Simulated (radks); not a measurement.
Q: The mean radii <r> (bohr) of the occupied orbitals of an atom or ion are listed with their occupations. Method: scalar-relativistic Kohn-Sham, LDA (Slater exchange, Perdew-Wang correlation), spin-unpolarised, spherical densities, point nucleus; computed with a radial shooting solver on a logarithmic mesh with Libxc functionals.

| orbital | occ. | <r> |
|---|---|---|
| 1s | 2 | 0.01835 |
| 2s | 2 | 0.07761 |
| 2p | 6 | 0.06946 |
| 3s | 2 | 0.2012 |
| 3p | 6 | 0.2014 |
| 3d | 10 | 0.1824 |
| 4s | 2 | 0.4498 |
| 4p | 6 | 0.4783 |
| 4d | 10 | 0.5116 |
| 5s | 2 | 1.058 |
| 5p | 6 | 1.222 |
| 4f | 14 | 0.6045 |
| 5d | 2 | 1.661 |

Name the element and its charge.

A: Z = 74, tungsten, charge +4: W4+ in [Xe] 4f14 5d2. The 1s radius gives Z: for a bare nucleus <r> = (2 gamma + 1)/(2Z) with gamma = sqrt(1 - (Z/c)^2), 0.01813 bohr for Z = 74, and screening makes it slightly larger (0.01835 here). The occupations add up to 70, and the charge is Z minus that.
